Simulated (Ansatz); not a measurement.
Ansatz (a program for electronic structure) input (PBE/def2-TZVP):

Ansatz 0.2 input:
```yaml
crystal:
  periodic: [false, false, false]
  atoms:
    - {symbol: Ta, position_ang: [0.00201461, 0.00147624, 0.02351490]}
    - {symbol: H, position_ang: [0.19356976, -1.58666482, -0.78495125]}
    - {symbol: H, position_ang: [-0.34063629, 1.47889920, -0.93163676]}
basis:
  gaussian:
    orbitals: def2-TZVP
hamiltonian:
  xc: {name: PBE}
magnetization: {spin_polarized: true, initial_magnetization: 3}
relax: {f_tol: 0.003, max_steps: 100}
```

End of the output:

```
mean field -1580.18528324 eV, -58.0707380710 hartree, gradient 2.0e-6 eV, S^2 3.760992; 1 other end points of the search recorded, 0 dependent functions left out
the calculation of the forces begins
reference -1580.18532595 eV, -58.0707396404 hartree; 9, 6 occupied and 43, 46 virtual orbitals, 425 factors
WARN: the results are in doubt because the forces break the atoms' symmetry
relax step   3: F+E_penalty+E_count = -1580.18528324 eV  Δ(F+E_penalty+E_count) = -1.596e-3 eV  max|allowed force component| = 1.133e-1 eV/Å  Δτ_max = 0.0203 Å  (103 SCF iters, accepted)
these checks for a lower state are left out or cut short: starts, cluster_reference, orbital_swaps, neighbouring_geometries, increment
integrals: 0.01 GiB planned
425 factors; their error is unknown
mean field: 0.13 GiB planned
mean field evaluation 256: about -1580.1832 eV, gradient 3.4e-6 eV
mean field -1580.18535150 eV, -58.0707405796 hartree, gradient 7.5e-6 eV, S^2 3.760743; 1 other end points of the search recorded, 0 dependent functions left out
the calculation of the forces begins
reference -1580.18539438 eV, -58.0707421552 hartree; 9, 6 occupied and 43, 46 virtual orbitals, 425 factors
relax step   4: F+E_penalty+E_count = -1580.18535150 eV  Δ(F+E_penalty+E_count) = -6.826e-5 eV  max|allowed force component| = 1.020e-1 eV/Å  Δτ_max = 0.0104 Å  (127 SCF iters, accepted)
these checks for a lower state are left out or cut short: starts, cluster_reference, orbital_swaps, neighbouring_geometries, increment
integrals: 0.01 GiB planned
425 factors; their error is unknown
mean field: 0.13 GiB planned
mean field evaluation 288: about -1580.1859 eV, gradient 9.1e-6 eV
mean field -1580.18592852 eV, -58.0707617848 hartree, gradient 9.1e-6 eV, S^2 3.760840; 1 other end points of the search recorded, 0 dependent functions left out
the calculation of the forces begins
reference -1580.18597131 eV, -58.0707633571 hartree; 9, 6 occupied and 43, 46 virtual orbitals, 425 factors
relax step   5: F+E_penalty+E_count = -1580.18592852 eV  Δ(F+E_penalty+E_count) = -5.770e-4 eV  max|allowed force component| = 6.086e-3 eV/Å  Δτ_max = 0.0063 Å  (180 SCF iters, accepted)
these checks for a lower state are left out or cut short: starts, cluster_reference, orbital_swaps, neighbouring_geometries, increment
integrals: 0.01 GiB planned
425 factors; their error is unknown
mean field: 0.13 GiB planned
mean field -1580.18593179 eV, -58.0707619047 hartree, gradient 6.1e-6 eV, S^2 3.760845; 1 other end points of the search recorded, 0 dependent functions left out
the calculation of the forces begins
reference -1580.18597458 eV, -58.0707634772 hartree; 9, 6 occupied and 43, 46 virtual orbitals, 425 factors
relax step   6: F+E_penalty+E_count = -1580.18593179 eV  Δ(F+E_penalty+E_count) = -3.264e-6 eV  max|allowed force component| = 8.046e-4 eV/Å  Δτ_max = 0.0007 Å  (119 SCF iters, accepted)
integrals: 0.01 GiB planned
425 factors; their error is unknown
mean field: 0.13 GiB planned
mean field evaluation 320: about -1580.1718 eV, gradient 5.7e-1 eV
mean field evaluation 352: about -1580.1400 eV, gradient 1.5e-1 eV
mean field evaluation 384: about -1578.4107 eV, gradient 6.2e0 eV
mean field -1580.18593179 eV, -58.0707619047 hartree, gradient 6.1e-6 eV, S^2 3.760845; 13 other end points of the search recorded, 0 dependent functions left out
the calculation of the forces begins
reference -1580.18597458 eV, -58.0707634772 hartree; 9, 6 occupied and 43, 46 virtual orbitals, 425 factors
Total energy: -1580.18597458 eV, -58.0707634772 hartree
Atom 0 at     0.004245    -0.001329     0.041731 Å, force     0.000125    -0.000526     0.000374 eV/Å
Atom 1 at     0.188657    -1.562809    -0.793940 Å, force     0.000048    -0.000278     0.000004 eV/Å
Atom 2 at    -0.337954     1.457849    -0.940864 Å, force    -0.000173     0.000805    -0.000378 eV/Å
Dipole moment:     0.036330     0.006845     0.389217 e Å
```

The spin state was set by rule; other spins were not relaxed.
